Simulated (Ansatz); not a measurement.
H8Ge3, charge -1, doublet, at a GFN2-xTB geometry (a state made from the parent by changing its charge; the spin is typed, not shown lowest) (a gas-phase anion, which may not be bound at this level). Base run: B3LYP/def2-TZVP in Ansatz (a first-principles code).

Input for Ansatz:
Ansatz 0.2 input:
```yaml
crystal:
  periodic: [false, false, false]
  atoms:
    - {symbol: Ge, position_ang: [2.32137685, 0.68821490, -0.17150127]}
    - {symbol: Ge, position_ang: [0.12444571, -0.56525556, 0.18453663]}
    - {symbol: Ge, position_ang: [-2.43883140, -0.18974445, 0.00512057]}
    - {symbol: H, position_ang: [3.91269323, 0.88255014, -0.10489752]}
    - {symbol: H, position_ang: [2.19529399, 1.20419717, -1.63786851]}
    - {symbol: H, position_ang: [2.00076815, 2.07034924, 0.47139910]}
    - {symbol: H, position_ang: [0.30638396, -1.08580251, 1.70164838]}
    - {symbol: H, position_ang: [0.43371014, -2.07106244, -0.33942239]}
    - {symbol: H, position_ang: [-2.53135236, 0.35212779, -1.45867386]}
    - {symbol: H, position_ang: [-2.50480460, 1.22742464, 0.65743199]}
    - {symbol: H, position_ang: [-4.03640936, -0.44266099, 0.12939353]}
basis:
  gaussian:
    orbitals: def2-TZVP
hamiltonian:
  xc: b3lyp
total_charge: -1
magnetization: {spin_polarized: true, initial_magnetization: 1}
```

Each row names what was changed in the base input (with any setting that the change needs).

```json
[
 {"change": "base", "ΔE vs base (mEh)": "0.000"},
 {"change": "point_charge = charge:-1.0 position_ang:-6.55, -2.4321, -0.7389", "ΔE vs base (mEh)": "77.428"},
 {"change": "lower_state_search = off", "ΔE vs base (mEh)": "0.000"},
 {"change": "point_charge = charge:0.5 position_ang:6.5764, -1.6812, 1.6755", "ΔE vs base (mEh)": "-40.293"},
 {"change": "point_charge = charge:1.0 position_ang:-2.2593, -1.1679, -6.6185", "ΔE vs base (mEh)": "-72.846"},
 {"change": "final_grid = 10, 20, 41", "ΔE vs base (mEh)": "0.000"},
 {"change": "final_grid = 6, 12, 29", "ΔE vs base (mEh)": "0.003"},
 {"change": "forces = on", "ΔE vs base (mEh)": "0.000"},
 {"change": "fitting.mean_field = def2-universal-JKFIT", "ΔE vs base (mEh)": "-0.066"},
 {"change": "final_grid = 4, 8, 17", "ΔE vs base (mEh)": "-0.278"},
 {"change": "final_grid = 14, 28, 59", "ΔE vs base (mEh)": "0.000"}
]
```

A gas-phase anion may not be bound at this level; its values then depend on the basis.
